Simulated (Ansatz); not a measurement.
`B[SiH2]CC` → BH₃ + `CC[SiH]`  (silylene formation by 1,1-elimination)

Calculated with Ansatz (gas phase, PBE0-D4/def2-TZVP geometries, no zero-point term in ΔE). CCSD(T)/CBS is the MP2 limit (def2-TZVPP, def2-QZVPP) plus CCSD(T) − MP2 in def2-TZVPP, frozen cores. This one scheme is used for every species. DFT in def2-TZVPP. HSE06 is defined as in plane-wave codes. One conformer a species, not always the lowest.

`B[SiH2]CC`:

Z-matrix (Å, degrees):
```
Si
C 1 1.882
B 1 2.009 2 115.9
H 1 1.499 2 109.2 3 -118.5
H 1 1.495 2 109.5 3 125.6
C 2 1.525 1 113.9 3 177.6
H 2 1.096 1 107.8 3 54.6
H 2 1.096 1 108.1 3 -59.4
H 3 1.197 1 120.1 2 168.6
H 3 1.197 1 123.0 2 -13.6
H 6 1.093 2 111.3 1 -60.0
H 6 1.093 2 111.7 1 179.7
H 6 1.093 2 111.3 1 59.5
```

BH₃:

Z-matrix (Å, degrees):
```
B
H 1 1.193
H 1 1.193 2 120.0
H 1 1.193 2 120.0 3 180.0
```

`CC[SiH]`:

Z-matrix (Å, degrees):
```
C
C 1 1.523
H 1 1.093 2 111.1
H 1 1.094 2 112.0 3 119.8
H 1 1.092 2 111.0 3 -119.2
Si 2 1.891 1 121.0 3 67.6
H 2 1.111 1 109.8 3 -179.7
H 2 1.095 1 111.7 3 -64.8
H 6 1.532 2 94.7 1 32.0
```

| species | HSE06 energy (Eh) |
| --- | --- |
| `B[SiH2]CC` | -395.69583 |
| BH₃ | -26.56372 |
| `CC[SiH]` | -369.04593 |

Question: Work out ΔE.

Answer: ΔE = (-26.56372) + (-369.04593) − (-395.69583) = 0.08618 Eh = +226.3 kJ/mol. CCSD(T)/CBS gives +215.1 kJ/mol.

Largest T1 diagnostic among the species: 0.012.

The D4 term adds +8.8 kJ/mol with B3LYP and +5.0 kJ/mol with PBE0; it sums over pairs of atoms, weighted by their polarisabilities, and B3LYP, whose exchange is more repulsive, gets the larger term. From BLYP to BHLYP (50 % exact exchange), in def2-TZVPP and without D4, ΔE moves by +21.0 kJ/mol. At CCSD(T), def2-SVP lies −10.9 kJ/mol from the extrapolated value and def2-TZVPP −4.7 kJ/mol.

B3LYP here is the variant with VWN-RPA as its local correlation; programs differ in this.
